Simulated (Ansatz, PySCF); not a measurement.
Reaction (SMILES): [BH2] (BH2) → [BH2] (BH2) as singlet, charge -1 (an electron is taken up)
Geometries: B3LYP-D3(BJ)/def2-TZVP minima from Ansatz (a quantum-chemistry and plane-wave program). Unstable Hartree-Fock reference: [BH2] (BH2) as singlet, charge -1.

Quantity: adiabatic electron affinity (0 K, with B3LYP-D3(BJ) harmonic zero-point energies from PySCF), positive where the reaction releases energy, in eV. Correlated levels leave the core frozen unless marked. Open shells are spin-unrestricted. No spin-orbit coupling. Non-relativistic. Anions need diffuse functions: aug- sets have them; def2-D sets add few; the other sets have none. CBS(X,Y): correlation extrapolated as X^-3; Hartree-Fock from the larger set.

```json
[
 {"level": "BLYP-D4/def2-TZVPD", "program": "Ansatz + dftd4", "adiabatic electron affinity (eV)": "0.17"},
 {"level": "r2SCANh-D4/def2-TZVPD", "program": "Ansatz + dftd4", "adiabatic electron affinity (eV)": "-0.06"}
]
```

Problem. Predict the CCSD(T)/CBS(aug-cc-pVTZ,aug-cc-pVQZ) result (Ansatz).

Solution. 0.27 eV
